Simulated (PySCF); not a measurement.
## Working out the excitation energy of Ge

Ge [Ar] 3d10 4s2 4p2 (3P) → Ge [Ar] 3d10 4s1 4p3 (5S). All numbers are calculated (PySCF 2.14, scalar relativity by spin-free X2C-1e, in x2c-TZVPPall). Frozen: [Ne]. Energies in hartree (1 hartree = 27.21139 eV):

| part | Ge (lower) | Ge (upper) |
| --- | --- | --- |
| UHF | -2097.048211 | -2096.918084 |
| CCSD correlation | -0.313501 | -0.269604 |
| (T) | -0.008474 | -0.005855 |

Task: What does Hartree-Fock give?

Result: (-2096.918084) − (-2097.048211) = 0.130127 hartree = 3.541 eV.

Task: What do CCSD and CCSD(T) give?

Result: The CCSD correlation energies differ by 0.043897 hartree = 1.194 eV and the triples by 0.002619 hartree = 0.071 eV, so CCSD gives 4.735 eV and CCSD(T) 4.806 eV.

Measured between the centres of the two terms (NIST): 5.078 eV, so CCSD(T) (valence and next inner shell) is off by -0.272 eV.

What remains against the reference includes basis incompleteness, the frozen core and higher excitations.
